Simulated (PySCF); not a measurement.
## Excitation energy of Ag+ by level of theory

Ag+ [Kr] 4d10 (1S) → Ag+ [Kr] 4d9 5s1 (3D), as a difference of total energies. Computed with PySCF 2.14 in def2-QZVPPD with the def2 core potential (28 electrons), with a scalar-relativistic core potential. Correlated levels: valence: 4s2 4p6 frozen. The calculations carry no spin-orbit coupling.

Q: Order these methods by the excitation energy they give, lowest first.
A. SCS-MP2 (valence)
B. UHF
C. CCSD(T) (valence)
D. CCSD (valence)

A: B (35194 cm⁻¹), D (40963 cm⁻¹), C (41409 cm⁻¹), A (43182 cm⁻¹).

Errors of the correlated levels include the incompleteness of this basis and the frozen core.

For comparison: 40609 cm⁻¹ (measured; NIST levels, between the centres of gravity of the two terms).
